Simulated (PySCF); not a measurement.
FMoO₂, neutral, multiplicity 2. Atoms are numbered in the order given.

```xyz
4

Mo     0.0000     0.0000    -0.0267
O      0.0000     1.4023    -0.9700
O      0.0000    -1.4023    -0.9700
F      0.0000     0.0000     1.8494
```
Charge 0, spin multiplicity 2.

Coordinates come from a B3LYP-D3(BJ)/def2-TZVP optimisation. The geometry has at least one imaginary mode, so it is a saddle point at that level. The multiplicity is an assumed one; other spin states were not compared. The def2 effective core potentials stand for the cores of Mo; spin–orbit coupling is left out.

Computed with PySCF with PBE/def2-TZVPD.

Mulliken values depend strongly on the basis, most of all with diffuse functions as here. ESP charges are fitted to the potential on shells at 1.4 to 2.0 van der Waals radii. Atomic charges (e):

```
atom  ESP fit  Mulliken  Mulliken spin
----  -------  --------  -------------
Mo1         …      1.91           1.03
O2          …     -0.66          -0.01
O3          …     -0.66          -0.01
F4          …     -0.59          -0.02
```

Some entries are withheld; supply them. (Estimate from the structure and the level; the computed values follow.)


- Mo1, ESP fit: 1.07
- O2, ESP fit: -0.39
- O3, ESP fit: -0.39
- F4, ESP fit: -0.28
